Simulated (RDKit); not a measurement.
RDKit input (MMFF94):

```python
from rdkit import Chem
from rdkit.Chem import AllChem, rdDetermineBonds

mol = Chem.MolFromXYZFile('mol.xyz')
rdDetermineBonds.DetermineBonds(mol, charge=-1)
print('SMILES', Chem.MolToSmiles(Chem.RemoveHs(mol)))
ff = AllChem.MMFFGetMoleculeForceField(mol, AllChem.MMFFGetMoleculeProperties(mol))
e0 = ff.CalcEnergy()
flag = ff.Minimize(maxIts=5000, forceTol=1e-5)
print(f'energy {e0:.4f} -> {ff.CalcEnergy():.4f} kcal/mol, converged: {flag == 0}')
print(Chem.MolToXYZBlock(mol))
```
mol.xyz:
```
9

C     -1.75773085    -0.10134345     0.05558461
C     -0.74252211    -1.22251470     0.05791304
C      0.56677545    -0.84964834     0.00782957
C      1.06008694     0.49517278    -0.04619186
N      1.44093606     1.59274886    -0.08962976
H     -1.37583168     0.93737169     0.01383326
H     -2.44356205    -0.23660060    -0.79067201
H     -2.39151303    -0.18586039     0.94776521
H      1.36469773    -1.59415053     0.00566966
```

Output:

```
SMILES C/[C-]=C\C#N
energy 48.1121 -> 5.1309 kcal/mol, converged: True
9

C     -2.039667   -0.207663    0.105091
C     -0.600756   -0.372886   -0.105335
C      0.678643   -0.510150   -0.287135
C      1.561784    0.490713    0.189353
N      2.299004    1.300396    0.572931
H     -2.399963    0.706444   -0.376045
H     -2.592959   -1.053485   -0.313614
H     -2.271201   -0.144337    1.172460
H      1.086451   -1.373857   -0.795604
```

The dipole moment of an ion depends on the origin.

The geometry given is a B3LYP-D3(BJ)/def2-TZVP minimum.
